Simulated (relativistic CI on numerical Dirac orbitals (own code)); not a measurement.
**One change at a time: Ta XXXV**

Base calculation: Dirac-Coulomb-Breit CI, KLI orbitals optimised for each configuration, a model potential for QED, unscaled Slater integrals.

Configurations in the expansion (outside the closed core [Ar] 3d10): 4s2 4p6 4d3, 4s2 4p6 4d2 4f, 4s2 4p5 4d4, 4s 4p6 4d4, 4s2 4p5 4d3 4f, 4s 4p6 4d3 4f, 4s2 4p6 4d2 5s, 4s2 4p6 4d 4f 5s, 4s2 4p6 4d2 5p, 4s2 4p6 4d2 5d, 4s2 4p5 4d3 5s, 4p6 4d4 4f, 4s2 4p6 4d2 5f, 4s2 4p5 4d3 5p, 4s2 4p6 4d 5s 5p, 4s 4p6 4d2 4f 5s, 4s2 4p6 4d2 5g, 4s 4p6 4d3 5s, 4s2 4p6 4d2 6s, 4s2 4p6 4d2 6p, 4s2 4p6 4d2 6f, 4s2 4p6 4d2 7p, 4s2 4p6 4d 4f2, 4s2 4p6 4f3, 4s2 4p5 4d 4f3, 4s 4p6 4d 4f3, 4s2 4p6 4f2 5s, 4s2 4p6 4d 5s2, 4s2 4p6 4f 5s2, 4s2 4p5 4d 4f 5s2, 4s 4p6 4d 4f 5s2, 4s2 4p6 4d 5p2, 4s2 4p6 4f 5p2, 4s2 4p5 4d 4f 5p2, 4s 4p6 4d 4f 5p2, 4s2 4p6 5s 5p2. Double excitations out of closed p, d and f shells are left out; levels of such configurations are missing from the list, as are those of other unlisted configurations, and high levels can miss mixing partners. These lack a partner that the ground configuration has and come out too high: 4s2 4p6 4d2 5p, 4s2 4p6 4d2 5d, 4s2 4p5 4d3 5s, 4s2 4p6 4d2 5f, 4s2 4p5 4d3 5p.

Variants: (1) Breit term removed; (2) configuration mixing switched off. Shifts of the energy above 4s2 4p6 4d3 4F_3/2, in cm⁻¹, for the lowest level and the first level of each name with at least 55 % of one term (blank where a level changes its place among those of its configuration and J or its character, or is not in the variant):

```
               Level     Base    Δ(1)    Δ(2)
  4s2 4p6 4d3 4F_3/2        0       0       0
  4s2 4p6 4d3 4F_5/2   108669   +2998    +174
  4s2 4p6 4d3 4P_1/2   145678   +2925   +2088
  4s2 4p6 4d3 4F_7/2   248863   +6038    +845
  4s2 4p6 4d3 2P_1/2   286678   +5833   +1451
 4s2 4p6 4d3 2H_11/2   293238   +7200   +2301
  4s2 4p6 4d3 2F_7/2   321455   +6405   +4303
  4s2 4p6 4d3 2D_3/2   379636   +6069    -541
4s2 4p5 4d4 4I°_15/2  1534558  +11701  -29737
```

At this charge energies of transitions that change n are usually good to better than 1 %, and those within a shell (Δn = 0) to a few per cent. Terms inside the open d or f shell come out 10 to 20 % too wide with unscaled integrals.

Ionisation energy from the two ground configurations alone: base 1433.91 eV; Breit term removed 1434.82 eV. The NIST ASD value (theoretical) is 1434 eV.

LS names give the leading component of a level, which can be under half, so a name can repeat, a term be missing and a line seem to break the LS rules.
